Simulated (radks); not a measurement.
Question: The mean radii <r> (bohr) of the occupied orbitals of an atom or ion are listed with their occupations. Method: scalar-relativistic Kohn-Sham, LB94 model potential, spin-polarised, spherical densities, finite nucleus; Fermi nuclear charge, rms radius of each element as measured or else 0.836 A^(1/3) + 0.57 fm; computed with a radial shooting solver on a logarithmic mesh with Libxc functionals.

| orbital | occ. | <r> |
|---|---|---|
| 1s down | 1 | 0.02067 |
| 1s up | 1 | 0.02068 |
| 2s up | 1 | 0.08573 |
| 2s down | 1 | 0.08581 |
| 2p up | 3 | 0.07540 |
| 2p down | 1 | 0.07545 |

Name the element and its charge. Open shells, if any, are filled with parallel spins first.

Answer: Z = 67, holmium, charge +59: Ho59+ in [He] 2s2 2p4. The 1s radius gives Z: for a bare nucleus <r> = (2 gamma + 1)/(2Z) with gamma = sqrt(1 - (Z/c)^2), 0.02048 bohr for Z = 67, and screening makes it slightly larger (0.02067 here). The occupations add up to 8, and the charge is Z minus that.
